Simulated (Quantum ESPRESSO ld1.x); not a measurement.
Values are calculated unless marked as measured or tabulated.
Yb+, configuration [Xe] 4f14 6s1. Code: ld1.x of Quantum ESPRESSO 7.5. Model: scalar-relativistic Kohn-Sham, relativistic LDA (MacDonald-Vosko exchange, VWN5 correlation), spin-unpolarised, spherical densities, point nucleus.

Normalised radial functions P(r) = r R(r), r in bohr:

r,4s
0.001799,0.2059
0.002438,0.2538
0.003331,0.3081
0.004514,0.3614
0.006118,0.4064
0.008358,0.4283
0.01133,0.4035
0.01535,0.3063
0.02097,0.1078
0.02842,-0.1770
0.03883,-0.4945
0.05263,-0.6741
0.07133,-0.5256
0.09744,0.0551
0.1321,0.7617
0.179,0.9645
0.2445,0.1777
0.3314,-1.0771
0.4491,-1.6967
0.6135,-1.2738
0.8315,-0.5434
1.127,-0.1282
1.54,-0.0140
2.087,-0.0007
2.828,0.0000
3.863,0.0000
5.236,0.0000
7.096,0.0000
9.694,0.0000

4s: eigenvalue -463.65 eV, 3 radial nodes at r = 0.0238, 0.0952, 0.256 bohr, <r> = 0.489 bohr, 90 % of the charge inside 0.703 bohr.
